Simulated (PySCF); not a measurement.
Computed spin Hamiltonian

Species: C6H5ClF (doublet state).
SMILES with atom numbers: `[F:1][C:2]1=[CH:3][C:4]([Cl:5])=[CH:6][CH2:7][CH:8]1` (hydrogens: H9 on C3; H10 on C6; H11, H12 on C7; H13 on C8)

Cartesian coordinates in Å at the GFN2-xTB level; atoms count from 1:
```xyz
13
C6H5ClF angstrom
F     -0.5392    2.6250    0.7955
C     -0.2630    1.3609    0.4100
C      1.0795    1.0454    0.1601
C      1.3723   -0.2672   -0.2416
Cl     3.0285   -0.6657   -0.5529
C      0.4154   -1.2181   -0.3902
C     -1.0232   -0.9262   -0.1363
C     -1.2814    0.4755    0.2869
H      1.8479    1.7893    0.2730
H      0.6740   -2.2173   -0.7009
H     -1.6094   -1.1548   -1.0406
H     -1.4098   -1.6207    0.6263
H     -2.2959    0.7746    0.4930
```

Computed, not measured: UKS B3LYP, pcH-1 on C Cl F H, non-relativistic, mean-field spin-orbit, GIAO (PySCF 2.14.0). Isolated species at its GFN2-xTB geometry, gas phase. A GFN2-xTB geometry isn't a minimum of the functional, and hyperfine couplings can be far from their values at a DFT geometry. No stability test was run, so a lower SCF solution isn't excluded. ⟨S²⟩ is 0.786 where a pure state has 0.75.

```
g1, g2, g3                      : 2.00211, 2.00225, 2.00226
g_iso                           : 2.00221
Form of g                       : close to axial: the two nearest values differ by 5 % of g3 − g1
⟨S²⟩                            : 0.7860 (exact 0.7500)
α and β electrons               : 34, 33
HOMO–LUMO gap, α and β orbitals : 4.71, 4.13 eV
Basis functions                 : 260
```

Hyperfine couplings atom by atom, in G; T1 to T3 are the principal values of the dipolar part; ρ(0) is the spin density at the nucleus (MHz turned into gauss with g_iso; 10 G = 1 mT):

| atom | isotope | a_iso | of which spin–orbit | T1 | T2 | T3 | Mulliken spin population | ρ(0) (bohr⁻³) |
| --- | --- | --- | --- | --- | --- | --- | --- | --- |
| F1 | 19F | -9.3 | 0.0 | -23.9 | 8.9 | 15.0 | -0.01 | -0.0062 |
| C2 | 13C | -15.3 | 0.0 | -8.9 | 4.0 | 4.9 | -0.18 | -0.0381 |
| C3 | 13C | 17.2 | 0.0 | -15.9 | -15.1 | 31.0 | 0.56 | 0.0429 |
| C4 | 13C | -15.4 | 0.0 | -8.8 | 3.9 | 5.0 | -0.19 | -0.0382 |
| Cl5 | 35Cl | -0.5 | 0.0 | -2.2 | 0.6 | 1.6 | -0.01 | -0.0033 |
| C6 | 13C | 13.2 | 0.0 | -12.2 | -11.5 | 23.7 | 0.43 | 0.0330 |
| C7 | 13C | -11.9 | 0.0 | -0.7 | -0.2 | 0.9 | -0.08 | -0.0298 |
| C8 | 13C | 13.1 | 0.0 | -12.4 | -11.7 | 24.1 | 0.43 | 0.0326 |
| H9 | 1H | -13.2 | 0.0 | -7.7 | 0.0 | 7.7 | -0.02 | -0.0083 |
| H10 | 1H | -10.0 | 0.0 | -5.7 | -0.4 | 6.2 | -0.02 | -0.0063 |
| H11 | 1H | 56.8 | 0.0 | -1.5 | -0.3 | 1.8 | 0.06 | 0.0356 |
| H12 | 1H | 56.6 | 0.0 | -1.5 | -0.3 | 1.8 | 0.06 | 0.0355 |
| H13 | 1H | -10.0 | 0.0 | -5.8 | -0.4 | 6.2 | -0.02 | -0.0063 |

The Mulliken spin populations are largest on C3 (+0.56), C8 (+0.43), C6 (+0.43) and C4 (-0.19). Three atoms exceed +0.15. The angles at C3 add up to 360.0°, so it is planar.

C8, the radical centre as drawn in `FC1=CC(Cl)=CC[CH]1`, holds a spin population of +0.43 out of 1.

Under fast tumbling the dipolar parts average out, and these isotropic splittings remain: 2 × 1H (H11/H12, I = 1/2, 3 lines) with 5.67 mT, 1 × 1H (H9, I = 1/2, 2 lines) with 1.32 mT, 1 × 1H (H13, I = 1/2, 2 lines) with 1.00 mT, 1 × 1H (H10, I = 1/2, 2 lines) with 1.00 mT, 1 × 19F (F1, I = 1/2, 2 lines) with 0.93 mT and 1 × 35Cl (Cl5, I = 3/2, 4 lines) with 0.05 mT.

Nuclei that the bonding pattern makes equivalent are averaged, as if the motion that swaps them (rotation, inversion, ring flip) were fast.

Main isotope only: 35Cl (natural samples also hold 24 % 37Cl, magnetic too, which adds its own pattern).

The 13C coupling of C3 (48.2 MHz) shows only in satellite lines or after enrichment, since that isotope makes up about 1.07 % of natural carbon.
